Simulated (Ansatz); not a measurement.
`[Cl][SnH]([Cl])[Cl]` and `[Cl][Sn]([Cl])([Cl])[Br]` differ in one atom or group.

Ansatz, PBE0-D4/def2-TZVP geometries, multiplicity 1. 

Elements past krypton have def2 core potentials. Scalar relativity is left out up to krypton.

```
                                                                                  property  `[Cl][SnH]([Cl])[Cl]`
ideal-gas entropy at 298 K and 1 bar (rigid rotor, harmonic PBE0-D4/def2-TZVP) / J/(mol·K)                    346
                                            size of the dipole moment (PBE/def2-TZVPP) / D                   1.91
                                                       LUMO energy (B3LYP/def2-TZVPP) / eV                  -2.57
                                                        HOMO energy (PBE0/def2-TZVPP) / eV                  -9.42
                                                      HOMO–LUMO gap (PBE0/def2-TZVPP) / eV                   7.16
                                                        LUMO energy (PBE0/def2-TZVPP) / eV                  -2.26
```

(1) Give the same properties after the change, and the shifts. (An estimate is asked.)

Results:

(1) Computed: 
| property | `[Cl][Sn]([Cl])([Cl])[Br]` | shift |
| --- | --- | --- |
| ideal-gas entropy at 298 K and 1 bar (rigid rotor, harmonic PBE0-D4/def2-TZVP) / J/(mol·K) | 391 | 45 |
| size of the dipole moment (PBE/def2-TZVPP) / D | 0.49 | -1.42 |
| LUMO energy (B3LYP/def2-TZVPP) / eV | -3.54 | -0.97 |
| HOMO energy (PBE0/def2-TZVPP) / eV | -9.30 | 0.12 |
| HOMO–LUMO gap (PBE0/def2-TZVPP) / eV | 6.04 | -1.12 |
| LUMO energy (PBE0/def2-TZVPP) / eV | -3.26 | -1.00 |

With PBE0 the HOMO rises by 0.12 eV and the LUMO falls by 1.00 eV, so the gap narrows by about 1.12 eV. PBE moves the HOMO by 0.03 eV and ωB97M-V by 0.16 eV. Dipoles are sizes alone; their direction can turn.

B3LYP here is the variant with VWN-RPA as its local correlation; programs differ in this.

Spin–orbit coupling is left out; it splits and shifts lone-pair levels of the heavy atoms by tenths of an eV.
